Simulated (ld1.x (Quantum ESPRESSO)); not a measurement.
**What one change does to a pseudopotential (Hf, TM)**

* Element: hafnium (Hf)
* Generator: ld1.x (Quantum ESPRESSO) 7.5
* Type: norm-conserving Troullier–Martins (Kleinman–Bylander form)
* Functional: BP86
* Relativity: scalar-relativistic
* Frozen core: [Xe] 4f14
* Valence charge: 4
* Reference configuration: 5d2 6s1 6p1
* Partial waves: 6s (bound): rc 2.95 bohr; 5d (bound): rc 1.70 bohr; 6p (bound): rc 2.85 bohr
* Local potential: the p channel
* Core correction: a·sin(br)/r model core, default radius (core density twice the valence density)

Change: fully relativistic.

Cutoffs: the cutoffs (Ry, on a coarse ladder) from which the occupation-weighted sum of valence levels, in a spherical-Bessel basis at the reference potential, stays within 10 and 1 mRy of its value at 400 Ry; they do not see the model core or the augmentation charge, which bear on the density cutoff. Errors are all-electron minus pseudo energies relative to the spin-unpolarised reference configuration.

Problem. How do hardness, ghosts and transferability respond?

Solution. The potential gets neither clearly harder nor softer (21 Ry and 30 Ry → 21 Ry and 30 Ry); both files keep a bound ghost (s); the miss of the reference levels goes from 0.00 to 0.34 eV; of the 7 tests that both files solve, the error grows in 3 and shrinks in 3 by more than 15 % and 0.3 meV (median size 82.3 → 45.9 meV). In the changed file the local p channel has no projectors, so it cannot carry the spin–orbit splitting, and the file is wrong for that shell.

| quantity | base | changed |
| --- | --- | --- |
| cutoff, loose | 21 Ry | 21 Ry |
| cutoff, tight | 30 Ry | 30 Ry |
| bound ghosts | s | s |
| largest miss of a reference level, eV | 0.00 | 0.34 |
| error for 5d2 6s2 6p0, meV [ΔE -3.87 → -3.84 eV] | -6.1 | +27 |
| error for 5d2 6s1 6p0, meV [ΔE 4.28 → 4.31 eV] | -5.6 | +51 |
| error for 5d2 6s0 6p0, meV [ΔE 18.64 → 18.67 eV] | -39 | +46 |
| error for 5d1 6s2 6p1, meV [ΔE -1.87 eV] | -82 | -88 |
| error for 5d1 6s2 6p0, meV [ΔE 2.78 → 2.81 eV] | -92 | -32 |
| error for 5d3 6s0 6p0, meV [ΔE 6.33 → 6.36 eV] | -95 | -43 |
| error for 5d1 6s0 6p0, meV [ΔE 40.52 → 40.54 eV] | -278 | -151 |
| s: phases at 3.21 bohr within 0.05 rad from the reference energy up to (Ry; the scan ends near 5) | 1.8 | 1.8 |

 A true bound ghost makes a file unfit for plane-wave use even where its test errors are small: the radial tests pick states by their node count and pass the ghost by.
